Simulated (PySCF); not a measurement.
A GIAO shielding run with PySCF (density fitting, non-relativistic, gas phase) on `C[C@@H]1C[Si@@H](Cl)S[SiH2]1`, C3H9ClSSi2:

```
$ OMP_NUM_THREADS=1 python probes_run.py task.json out

{"job": {"kind": "nmr", "xc": "PBE0", "basis": "pcSseg-1"}, "charge": 0, "multiplicity": 1}
C     -1.544369    -1.277001    -0.163881
C     -0.434170    -0.235123    -0.252507
C      0.836368    -0.710384     0.466469
Si     2.136552     0.679816     0.545994
Cl     3.215207     0.752346    -1.153158
S      0.923303     2.449606     0.778693
Si    -0.964342     1.466694     0.435241
H     -1.832512    -1.447078     0.871513
H     -2.423835    -0.945118    -0.711043
H     -1.218168    -2.226838    -0.585653
H     -0.184960    -0.103487    -1.312914
H      1.238107    -1.595006    -0.031066
H      0.575417    -1.015992     1.482008
H      3.026324     0.607914     1.691941
H     -1.713836     2.259931    -0.528475
H     -1.642685     1.348664     1.722909
```

Hardware: 1 thread of an Arm Neoverse N1, shared host. The job also computes population analyses, field gradients, ring-centre shieldings.

(1) How large is the calculation?

(2) How long does it take, and how much memory does it need?

Results:

(1) 88 electrons, 192 basis functions and 1091 auxiliary functions.

(2) 71 s of wall time, with 12 SCF cycles and 4 response iterations; peak memory 0.86 GiB. Times on a shared host scatter by some tens of per cent.
